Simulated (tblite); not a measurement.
Compound: C4H7N2Si2 (doublet state).
Atom-mapped SMILES: `[N:1]#[C:2][CH2:3][CH2:4][SiH:5][SiH2:6][C:7]#[N:8]` (hydrogens: H9, H10 on C3; H11, H12 on C4; H13 on Si5; H14, H15 on Si6)
Bond orders are those of one Lewis drawing.

Computed with GFN2-xTB (tblite), gas phase: L-BFGS steps from a force-field or distance-geometry start until the largest atomic force falls under 0.01 eV/Å.

At the end of the run (lengths in Å): C4–Si5 1.920, Si6–H15 1.464, C2–C3 1.439, Si6–H14 1.467, Si5–Si6 2.293, Si6–C7 1.865, N1≡C2 1.143, Si6–C7–N8 172.4°, C4–Si5–Si6 113.8°, Si5–Si6–C7 111.2°, C3–C4–Si5 112.7°, C2–C3–C4–Si5 -60°, C3–C4–Si5–Si6 176°, C4–Si5–Si6–C7 49°, H13–Si5–Si6–C7 -76°, H9–C3–C4–Si5 60°.

**Question.** These geometries were met on the way; a selection of coordinates is given. Order them by energy above the end point, lowest first.
A. C4–Si5 1.917, Si6–H15 1.475, C2–C3 1.446, Si6–H14 1.475, Si5–Si6 2.295, Si6–C7 1.883, N1≡C2 1.147, Si6–C7–N8 177.4°, C4–Si5–Si6 109.5°, Si5–Si6–C7 107.1°, C3–C4–Si5 115.8°, C2–C3–C4–Si5 -70°, C3–C4–Si5–Si6 178°, C4–Si5–Si6–C7 55°, H13–Si5–Si6–C7 -66°, H9–C3–C4–Si5 54°
B. C4–Si5 1.916, Si6–H15 1.463, C2–C3 1.437, Si6–H14 1.465, Si5–Si6 2.291, Si6–C7 1.858, N1≡C2 1.143, Si6–C7–N8 169.2°, C4–Si5–Si6 108.8°, Si5–Si6–C7 109.5°, C3–C4–Si5 115.8°, C2–C3–C4–Si5 -70°, C3–C4–Si5–Si6 178°, C4–Si5–Si6–C7 56°, H13–Si5–Si6–C7 -65°, H9–C3–C4–Si5 50°
C. C4–Si5 1.921, Si6–H15 1.452, C2–C3 1.435, Si6–H14 1.457, Si5–Si6 2.277, Si6–C7 1.876, N1≡C2 1.144, Si6–C7–N8 173.5°, C4–Si5–Si6 109.4°, Si5–Si6–C7 108.2°, C3–C4–Si5 116.7°, C2–C3–C4–Si5 -70°, C3–C4–Si5–Si6 178°, C4–Si5–Si6–C7 56°, H13–Si5–Si6–C7 -65°, H9–C3–C4–Si5 51°
D. C4–Si5 1.875, Si6–H15 1.499, C2–C3 1.471, Si6–H14 1.490, Si5–Si6 2.313, Si6–C7 1.863, N1≡C2 1.162, Si6–C7–N8 178.6°, C4–Si5–Si6 109.4°, Si5–Si6–C7 106.9°, C3–C4–Si5 116.1°, C2–C3–C4–Si5 -71°, C3–C4–Si5–Si6 179°, C4–Si5–Si6–C7 55°, H13–Si5–Si6–C7 -67°, H9–C3–C4–Si5 52°
E. C4–Si5 1.919, Si6–H15 1.464, C2–C3 1.440, Si6–H14 1.467, Si5–Si6 2.296, Si6–C7 1.858, N1≡C2 1.144, Si6–C7–N8 171.7°, C4–Si5–Si6 109.7°, Si5–Si6–C7 107.6°, C3–C4–Si5 115.4°, C2–C3–C4–Si5 -70°, C3–C4–Si5–Si6 176°, C4–Si5–Si6–C7 56°, H13–Si5–Si6–C7 -66°, H9–C3–C4–Si5 51°

**Answer.** E (0.021 eV), B (0.038 eV), C (0.067 eV), A (0.127 eV), D (0.228 eV).

```csv
step,E above end (eV),"rms distance from the end, all atoms (Å)",largest force (eV/Å),rms shift of all bonds from the end (Å)
16,0.021,0.159,0.077,0.002
8,0.038,0.173,0.257,0.003
5,0.067,0.182,0.276,0.007
2,0.127,0.189,0.708,0.007
0,0.228,0.193,2.400,0.021
```

Rows stand in the order of the answer.
